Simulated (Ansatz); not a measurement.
Relaxation of H₂Te (3 atoms, charge 0, multiplicity 1), to a largest force component of 0.02 eV/Å in at most 40 steps.

These are results of RKS r2SCAN-D4/def2-SVP (Ansatz 0.2.0), not measurements.

```xyz
3
Properties=species:S:1:pos:R:3
Te 0.653 -0.511 0.293
H 0.247 1.231 0.271
H -0.910 -0.785 -0.578
```

Task: Where does it end, and by what steps?

Result: The run converged. After 3 steps the energy has fallen by 0.255 eV; Te1 moved furthest, 0.09 Å.

```json
{"step": "0", "energy less start (eV)": "0.0000", "largest force component (eV/Å)": "1.991", "accepted": "yes"}
{"step": "1", "energy less start (eV)": "0.1093", "largest force component (eV/Å)": "3.505", "accepted": "no"}
{"step": "2", "energy less start (eV)": "-0.2537", "largest force component (eV/Å)": "0.205", "accepted": "yes"}
{"step": "3", "energy less start (eV)": "-0.2554", "largest force component (eV/Å)": "0.017", "accepted": "yes"}
```

```xyz
3
Properties=species:S:1:pos:R:3
Te 0.583 -0.467 0.261
H 0.252 1.165 0.267
H -0.846 -0.762 -0.541
```

The run took 2.8 s on 1 thread of Arm Neoverse V2, on a shared host, peak memory 0.08 GiB.
